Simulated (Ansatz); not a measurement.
`FC[SiH]([SiH3])Cl` + CH₄ → `C[SiH]([SiH3])CF` + HCl  (formal exchange of groups at the Si–Cl bond)

Gas-phase electronic energies from Ansatz, PBE0-D4/def2-TZVP geometries. CCSD(T)/CBS adds triple-zeta CCSD(T) − MP2 to the extrapolated MP2 energy (def2 sets, frozen cores). This one scheme is used for every species. DFT in def2-TZVPP. B3LYP here is the variant with VWN-RPA as its local correlation; programs differ in this. Each species was taken in one conformer, which may not be the lowest.

Problem. Is it downhill or uphill in electronic energy at CCSD(T)/CBS, and by how much? (An estimate is asked.)

Solution. Computed: Uphill: ΔE = +102.4 kJ/mol.

Problem. What do these levels give: r2SCAN-D4, B3LYP-D4, ωB97X-V, PBE, r2SCAN, HF/def2-TZVPP, SCS-MP2/def2-TZVPP, CCSD(T)/def2-TZVPP, HF/def2-QZVPP, MP2/def2-QZVPP, HF/CBS(def2), CCSD/CBS(def2)? (An estimate is asked.)

Solution. Computed: r2SCAN-D4 104.8, B3LYP-D4 105.1, ωB97X-V 102.8, PBE 100.8, r2SCAN 105.4, HF/def2-TZVPP 114.2, SCS-MP2/def2-TZVPP 104.0, CCSD(T)/def2-TZVPP 98.4, HF/def2-QZVPP 114.2, MP2/def2-QZVPP 105.9, HF/CBS(def2) 114.2, CCSD/CBS(def2) 103.2 kJ/mol.

Largest T1 diagnostic among the species: 0.012.

In def2-TZVPP, CCSD(T) changes the Hartree–Fock value by −15.8 kJ/mol (the triples alone add −0.8 kJ/mol) and MP2 by −10.6 kJ/mol.
